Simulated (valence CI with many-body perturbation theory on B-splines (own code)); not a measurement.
## Hyperfine factors and g values of Pr⁹⁺

Computed by valence CI with perturbative core correlation (CI+MBPT): four valence electrons over a frozen Dirac-Fock core [Kr] 4d10, radial functions for each j: 7 s, 7 p, 7 d, 7 f, 4 g, 2 h, with the one-electron correlation potential Σ1, the two-electron term Σ2, the three-electron term Σ3, Breit, model QED; selected CI, second order for the rest, scaled by the run's own slope (own B-spline code, finite nucleus).

No measured levels were compared; by estimate terms of the open shell hold to a few per cent of their energy, and close levels can change places; configurations with another count of f electrons can be misplaced by thousands of cm⁻¹. Among the levels kept, up to 430 cm⁻¹ of a level comes from second order outside the variational space, and about a tenth of that is noise between levels of different J, which matters for small intervals.

A/g_I is the dipole constant over the nuclear g factor μ/I (μ in nuclear magnetons, uniformly magnetised nucleus), B/Q the quadrupole constant per barn. Both hold the static response of the core; the bare values leave it out. Large factors of s and p1/2 electrons are usually good to 5 to 10 %; those of open d and f shells near neutrality can be off by tens of per cent, and small factors of p3/2, d and f electrons come from cancelling terms and can be off by a factor of two or in sign, in half-filled shells by more. B is blank for J = 1/2, where it vanishes, and for nearly pure S terms. Energies count from the lowest level. Levels with J = 0 are left out.

Levels are named by their leading jj configuration (3d3/2^4 stands for four electrons in 3d with j = 3/2), which in mixed levels can hold well under half, so a name can repeat and another be missing. Letters in brackets count levels of one name in rising energy.

```csv
Level,E (cm⁻¹),g,A/g_I (MHz),A/g_I bare,B/Q (MHz/b),B/Q bare
(4f5/2 5s^2 5p1/2) J=3,23129,0.853,4330,4090,-506,-566
(4f5/2 5s^2 5p1/2) J=2,25370,0.876,-809,-663,846,693
(4f7/2 5s^2 5p1/2) J=3,28316,1.142,-2150,-1790,-1110,-1130
(5s^2 5p1/2 5p3/2) J=1,28508,1.501,-1710,-1880,3530,3170
(4f7/2 5s^2 5p1/2) J=4,30331,1.116,3070,2990,-1800,-1770
(5s^2 5p1/2 5p3/2) J=2,36618,1.148,6380,5800,1420,1250
(4f5/2 5s^2 5p3/2) J=3,56646,0.940,1510,1390,433,321
(4f7/2 5s^2 5p3/2) J=4,60192,1.158,1290,1290,2780,2410
(4f5/2 5s^2 5p3/2) J=2,62979,1.063,1460,1200,-2600,-2370
(4f7/2 5s^2 5p3/2) J=5,64979,1.200,1290,1260,7880,6910
(4f7/2 5s^2 5p3/2) J=3,65018,1.228,239,372,-2680,-2470
(5s^2 5p3/2^2) J=2,67896,1.197,1300,1350,973,860
(4f5/2 5s^2 5p3/2) J=1,68392,0.498,-1270,-912,955,825
(4f5/2 5s^2 5p3/2) J=4,71140,1.023,1490,1390,5720,5010
(4f5/2^2 5s^2) J=4,76679,0.804,673,638,1060,831
(4f5/2 4f7/2 5s^2) J=5,79021,1.032,485,582,1080,830
(4f7/2^2 5s^2) J=6,81507,1.166,381,550,1220,919
(4f5/2^2 5s^2) J=2 [a],82884,0.903,730,797,2530,2260
(4f5/2^2 5s^2) J=2 [b],83572,0.809,851,727,1710,1560
(4f5/2 4f7/2 5s^2) J=3,84820,1.083,434,555,-311,-253
(4f5/2 4f7/2 5s^2) J=4,85372,1.169,442,643,-88.5,-79.6
(4f7/2^2 5s^2) J=4,88932,1.076,439,532,189,155
(4f5/2 4f7/2 5s^2) J=2,100810,1.050,644,740,16.4,78.1
(4f5/2 4f7/2 5s^2) J=6,104450,0.999,485,552,2370,1820
(4f5/2 4f7/2 5s^2) J=1,105750,1.500,23.2,309,366,281
(4f7/2^2 5s^2) J=2,107320,1.447,300,668,-663,-503
(4f5/2 5s 5p1/2^2) J=2,164850,0.491,-10800,-9820,-1170,-1140
(4f5/2 5s 5p1/2^2) J=3,166810,1.108,6930,6510,-725,-763
(5s 5p1/2^2 5p3/2) J=2,170540,1.862,23400,21400,1660,1470
(4f7/2 5s 5p1/2^2) J=4,170560,1.343,8700,8170,-1760,-1740
(4f7/2 5s 5p1/2^2) J=3,177880,1.038,-687,-516,-2460,-2330
(4f5/2 5s 5p1/2 5p3/2) J=3 [a],185240,1.117,4960,4620,-1460,-1370
(4f7/2 5s 5p1/2 5p3/2) J=4 [a],186230,1.256,6690,6280,261,140
(4f5/2 5s 5p1/2 5p3/2) J=2 [a],186970,1.129,4810,4390,-2060,-1870
(4f5/2 5s 5p1/2 5p3/2) J=1 [a],190320,0.564,-12500,-11600,475,404
(4f7/2 5s 5p1/2 5p3/2) J=5 [a],190440,1.280,7130,6680,2160,1770
```

Q: Take the isotope of mass number 141, with I = 5/2, μ = 4.266 μN and Q = -0.0589 b. What is the hyperfine structure of (5s^2 5p1/2 5p3/2) J=1?

A: From the table A = -2920 MHz, B = -208 MHz. Shifts from the centre of gravity in MHz: F = 3/2: 10100, F = 5/2: 3090, F = 7/2: -7350.
